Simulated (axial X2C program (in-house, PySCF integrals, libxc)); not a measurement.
Spin–orbit effects down a group: homonuclear dimers (ions), PBE0

All values come from calculations with an axial X2C code built on PySCF integrals, spin-free (one-electron X2C) or two-component (2c: spin–orbit coupling with atomic mean-field Coulomb and Gaunt terms, which also bring small scalar terms), in Dyall basis sets with cores contracted in-house; open shells are unrestricted.

Basis sets: O dyall-av3z, S dyall-av3z, Se dyall-cv3z.

```tsv
molecule	spin-free state	Re (Å)	ωe (cm⁻¹)	De (eV)	2c state	Re 2c (Å)	ωe 2c (cm⁻¹)	De 2c (eV)
O₂⁺	M_S = 1/2, Λ = 1	1.099	2123.7	6.78	Ω = 1/2	1.099	2123.8	6.80
S₂⁺	M_S = 1/2, Λ = 1	1.821	858.2	5.27	Ω = 1/2	1.821	857.9	5.30
Se₂⁺	M_S = 1/2, Λ = 1	2.083	456.2	4.21	Ω = 1/2	2.085	454.8	4.28
```

**Question.** Work out the shifts from the spin-free to the two-component result.

**Answer.** 

```json
{"molecule": "O₂⁺", "2c state": "Ω = 1/2", "ΔRe (Å)": "0.000", "Δωe (cm⁻¹)": "0.1", "ΔDe (eV)": "0.02"}
{"molecule": "S₂⁺", "2c state": "Ω = 1/2", "ΔRe (Å)": "0.000", "Δωe (cm⁻¹)": "-0.3", "ΔDe (eV)": "0.03"}
{"molecule": "Se₂⁺", "2c state": "Ω = 1/2", "ΔRe (Å)": "0.002", "Δωe (cm⁻¹)": "-1.4", "ΔDe (eV)": "0.07"}
```

Shifts of one unit in the last digit are rounding.

Fragments in 2c: O+ + O, S+ + S, Se+ + Se. Each entry is the lowest single determinant of a limited PBE0 search at one distance. De goes to single-determinant-based atoms at the same level (for ions the charge split of lowest energy) and is withheld (n/a) where an atom does not fit its ground term or J level. Main or longest-lived isotopes. Some light 2c atoms are not at their ground J level, so De misses part of their lowering (0.04 eV or less). The functionals have no current term, which raises determinants with orbital currents.
